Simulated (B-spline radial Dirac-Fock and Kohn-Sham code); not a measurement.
## Cr: scattering cross sections and density moments

System: atomic chromium, [Ar] 3d5 4s1.

Calculated with a B-spline atomic structure program, using configuration-average Dirac-Fock orbitals.

| Property | Result |
| --- | --- |
| Sum of ⟨r⟩ | 20.75 bohr |
| Sum of ⟨r²⟩ | 39.57 bohr² |
| Sum of ⟨1/r⟩ | 104.56 per bohr |
| Langevin diamagnetic susceptibility | -31.3 × 10⁻⁶ cm³/mol |
| Lamb shielding (α²/3)Σ⟨1/r⟩ | 1856 ppm |

Coherent scattering is the Thomson cross section weighted by f₀², without anomalous dispersion; incoherent scattering is Klein-Nishina weighted by S. The Lamb formula is the non-relativistic shielding expression. Electron correlation is left out.

```
hν (keV)  coherent (b)  incoherent (b)  incoherent per electron (b)
       1         357.4          0.7463                       0.0311
       2         308.4           1.868                       0.0778
       5         183.7           4.708                        0.196
  8.0478         115.4           6.750                        0.281
      10         91.00           7.689                        0.320
 17.4793         47.26           9.791                        0.408
      20         39.46           10.22                        0.426
      30         21.53           11.24                        0.468
      50         9.422           11.75                        0.490
     100         2.839           11.19                        0.466
     200        0.7752           9.558                        0.398
     500        0.1298           6.904                        0.288
    1000       0.03274           5.060                        0.211
```

Incoherent scattering overtakes coherent scattering between 30 and 50 keV.
